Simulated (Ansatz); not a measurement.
Geometry optimisation of [Ga(OH)6]3- (GaO₆H₆³⁻).

```yaml
crystal:
  periodic: [false, false, false]
  atoms:
    - {symbol: Ga, position_ang: [-0.003590, 0.006100, 0.002440]}
    - {symbol: O, position_ang: [-0.053010, 0.004960, 2.048260]}
    - {symbol: H, position_ang: [-0.594100, -0.764400, 2.232250]}
    - {symbol: O, position_ang: [0.043870, 0.001530, -2.043220]}
    - {symbol: H, position_ang: [0.640250, 0.728000, -2.230750]}
    - {symbol: O, position_ang: [2.040870, 0.025360, 0.019770]}
    - {symbol: H, position_ang: [2.222960, 0.561800, 0.792790]}
    - {symbol: O, position_ang: [-2.046950, -0.015120, -0.023700]}
    - {symbol: H, position_ang: [-2.223700, -0.560840, -0.791270]}
    - {symbol: O, position_ang: [0.008550, 2.048080, 0.032700]}
    - {symbol: H, position_ang: [-0.782930, 2.244940, 0.536050]}
    - {symbol: O, position_ang: [-0.011770, -2.041260, -0.020910]}
    - {symbol: H, position_ang: [0.759550, -2.239140, -0.554420]}
basis:
  gaussian: {orbitals: def2-SVPD}
total_charge: -3
hamiltonian: {xc: pbe, dispersion: d4}
scf: {lower_state_search: "off"}
output: {orbitals: {seedname: orbitals}}
relax: {f_tol: 0.02, max_steps: 100}
```

```sh
$ ansatz run in.yaml --threads 4 --pin off --events-out ev --progress --plain --max-ram 4787MiB
```

It prints (some lines left out):

```
Functional definition: PBE
mean field -64717.09781840 eV, -2378.3094780017 hartree, gradient 8.3e-6 eV, S^2 0.000000; 0 other end points of the search recorded, 0 dependent functions left out
relax step   1: F+E_penalty+E_count = -64717.49441730 eV  Δ(F+E_penalty+E_count) = +0.000e0 eV  max|allowed force component| = 8.251e-1 eV/Å  Δτ_max = 0.0000 Å  (18 SCF iters, accepted)
mean field -64717.30159476 eV, -2378.3169666450 hartree, gradient 1.6e-6 eV, S^2 0.000000; 0 other end points of the search recorded, 0 dependent functions left out
relax step   2: F+E_penalty+E_count = -64717.69490750 eV  Δ(F+E_penalty+E_count) = -2.005e-1 eV  max|allowed force component| = 5.624e-1 eV/Å  Δτ_max = 0.1561 Å  (26 SCF iters, accepted)
mean field -64717.40541706 eV, -2378.3207820442 hartree, gradient 1.9e-6 eV, S^2 0.000000; 0 other end points of the search recorded, 0 dependent functions left out
relax step   3: F+E_penalty+E_count = -64717.79530314 eV  Δ(F+E_penalty+E_count) = -1.004e-1 eV  max|allowed force component| = 1.169e0 eV/Å  Δτ_max = 0.1944 Å  (26 SCF iters, accepted)
mean field -64717.56051864 eV, -2378.3264819219 hartree, gradient 2.7e-6 eV, S^2 0.000000; 0 other end points of the search recorded, 0 dependent functions left out
relax step   4: F+E_penalty+E_count = -64717.95009414 eV  Δ(F+E_penalty+E_count) = -1.548e-1 eV  max|allowed force component| = 8.424e-1 eV/Å  Δτ_max = 0.1942 Å  (26 SCF iters, accepted)
mean field -64717.66031667 eV, -2378.3301494319 hartree, gradient 2.2e-6 eV, S^2 0.000000; 0 other end points of the search recorded, 0 dependent functions left out
relax step   5: F+E_penalty+E_count = -64718.05000894 eV  Δ(F+E_penalty+E_count) = -9.991e-2 eV  max|allowed force component| = 6.106e-1 eV/Å  Δτ_max = 0.1950 Å  (27 SCF iters, accepted)
mean field -64717.66807694 eV, -2378.3304346165 hartree, gradient 2.1e-6 eV, S^2 0.000000; 0 other end points of the search recorded, 0 dependent functions left out
relax step   6: F+E_penalty+E_count = -64718.05759915 eV  Δ(F+E_penalty+E_count) = -7.590e-3 eV  max|allowed force component| = 5.122e-1 eV/Å  Δτ_max = 0.0221 Å  (23 SCF iters, accepted)
mean field -64717.68373557 eV, -2378.3310100605 hartree, gradient 2.3e-6 eV, S^2 0.000000; 0 other end points of the search recorded, 0 dependent functions left out
relax step   7: F+E_penalty+E_count = -64718.07245860 eV  Δ(F+E_penalty+E_count) = -1.486e-2 eV  max|allowed force component| = 1.185e-2 eV/Å  Δτ_max = 0.0530 Å  (22 SCF iters, accepted)
Total energy: -64718.07250284 eV, -2378.3452969944 hartree
Atom 0 at    -0.001433     0.001745     0.001518 Å, force     0.003139    -0.011847     0.008935 eV/Å
Atom 1 at     0.086082    -0.061210     2.104626 Å, force    -0.002070    -0.001353    -0.003459 eV/Å
Atom 2 at    -0.004364    -1.036183     2.055514 Å, force     0.004336     0.002188     0.001793 eV/Å
Atom 3 at    -0.085261     0.057323    -2.102082 Å, force     0.005734     0.001918     0.001323 eV/Å
Atom 4 at     0.017254     1.031092    -2.057818 Å, force    -0.011173     0.002833    -0.003292 eV/Å
Atom 5 at     2.099359    -0.120929     0.095891 Å, force    -0.007007    -0.000366    -0.001016 eV/Å
Atom 6 at     2.039014    -0.024659     1.069516 Å, force    -0.000311    -0.008701     0.000223 eV/Å
Atom 7 at    -2.100958     0.125163    -0.097250 Å, force     0.000167     0.000043    -0.000341 eV/Å
Atom 8 at    -2.036938     0.030053    -1.070784 Å, force    -0.003645     0.006247    -0.001754 eV/Å
Atom 9 at    -0.057817     2.101330    -0.121395 Å, force     0.001138     0.001321     0.001958 eV/Å
Atom 10 at    -1.034135     2.056639    -0.045771 Å, force    -0.001779     0.003130    -0.007769 eV/Å
Atom 11 at     0.051840    -2.102082     0.126419 Å, force     0.007498     0.010093    -0.006052 eV/Å
Atom 12 at     1.027358    -2.058273     0.041605 Å, force     0.003974    -0.005506     0.009451 eV/Å
Dipole moment:     0.001188     0.004373    -0.003359 e Å
Checks for a lower state left out: stability, starts, cluster_reference, orbital_swaps, neighbouring_geometries, increment
```

Hardware: 4 threads of Intel Xeon 6975P-C on a shared host. Wall time 13 s.

A multiply charged anion in the gas phase is held together partly by the finite basis. The highest occupied level of the charge -3 singlet lies above zero (up to 7.18 eV). The electron is either unbound and held by the finite basis, or the level is raised by self-interaction error.
